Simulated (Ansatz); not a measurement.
Single points on Ga₄As₅H₁₆⁺, a cluster cut from zinc blende GaAs (hydrogen-capped).

```yaml
crystal:
  periodic: [false, false, false]
  atoms:
    - {symbol: Ga, position_ang: [-1.535376, -1.539411, 1.219894]}
    - {symbol: Ga, position_ang: [1.772247, -1.761061, -1.812144]}
    - {symbol: Ga, position_ang: [-1.776411, 1.768348, -1.814834]}
    - {symbol: Ga, position_ang: [1.534824, 1.538546, 1.222203]}
    - {symbol: As, position_ang: [-2.746065, 0.030781, -0.255598]}
    - {symbol: As, position_ang: [0.043040, -2.743536, -0.252222]}
    - {symbol: As, position_ang: [-0.003987, 0.002322, 2.437171]}
    - {symbol: As, position_ang: [2.749627, -0.038075, -0.242644]}
    - {symbol: As, position_ang: [-0.035840, 2.740710, -0.260402]}
    - {symbol: H, position_ang: [-2.405953, -2.414016, 2.159962]}
    - {symbol: H, position_ang: [0.952639, -0.935518, -2.840229]}
    - {symbol: H, position_ang: [2.858000, -2.847314, -2.020219]}
    - {symbol: H, position_ang: [-2.863943, 2.856491, -2.003115]}
    - {symbol: H, position_ang: [-0.964732, 0.953277, -2.857145]}
    - {symbol: H, position_ang: [2.401849, 2.415351, 2.163521]}
    - {symbol: H, position_ang: [-3.656840, -0.857728, -1.066694]}
    - {symbol: H, position_ang: [-3.801385, 0.638858, 0.635779]}
    - {symbol: H, position_ang: [-0.839747, -3.660141, -1.062811]}
    - {symbol: H, position_ang: [0.657739, -3.794473, 0.639755]}
    - {symbol: H, position_ang: [0.799384, -0.799421, 3.430108]}
    - {symbol: H, position_ang: [-0.815695, 0.810347, 3.418197]}
    - {symbol: H, position_ang: [3.791788, -0.656452, 0.656804]}
    - {symbol: H, position_ang: [3.674203, 0.844380, -1.044187]}
    - {symbol: H, position_ang: [-0.642537, 3.801422, 0.625366]}
    - {symbol: H, position_ang: [0.853161, 3.646313, -1.076508]}
basis:
  gaussian: {orbitals: def2-SVP}
total_charge: 1
magnetization: {spin_polarized: true, initial_magnetization: 2}
hamiltonian: {xc: pbe, dispersion: d4}
scf: {omitted_lower_state_checks: [starts]}
output: {orbitals: {seedname: orbitals}}
```

```sh
$ ansatz run in.yaml --threads 4 --pin off --events-out ev --progress --plain --max-ram 6963MiB
```

Shortened log:

```
Functional definition: PBE
4163 factors; their error is unknown
mean field evaluation 1: about -513824.1797 eV, gradient 4.5e1 eV
mean field evaluation 2: about -513817.9264 eV, gradient 6.1e1 eV
mean field evaluation 4: about -513827.8331 eV, gradient 1.3e1 eV
mean field evaluation 8: about -513828.8178 eV, gradient 7.4e0 eV
mean field evaluation 16: about -513829.5897 eV, gradient 2.5e0 eV
mean field evaluation 32: about -513829.4232 eV, gradient 1.8e-6 eV
mean field -513829.42323609 eV, -18882.8830178342 hartree, gradient 1.8e-6 eV, S^2 2.002204; 0 other end points of the search recorded, 0 dependent functions left out
reference -513829.42330983 eV, -18882.8830205440 hartree; 153, 151 occupied and 215, 217 virtual orbitals, 4163 factors
Total energy: -513830.75676141 eV, -18882.9320239855 hartree
Checks for a lower state left out: starts
```

Run time 2.4 min (4 threads of Arm Neoverse V1 on a shared host), peak host memory 3.3 GiB.

Geometry: r2SCAN-D4/def2-SVP, that of the charge +1 singlet.

The gap within one spin of the charge 1 triplet nearly closes, so an electron or hole may be smeared out by delocalisation error. At PBE-D4/def2-SVP a singlet of charge 1 lies 4.88 eV below the triplet at the same geometry.
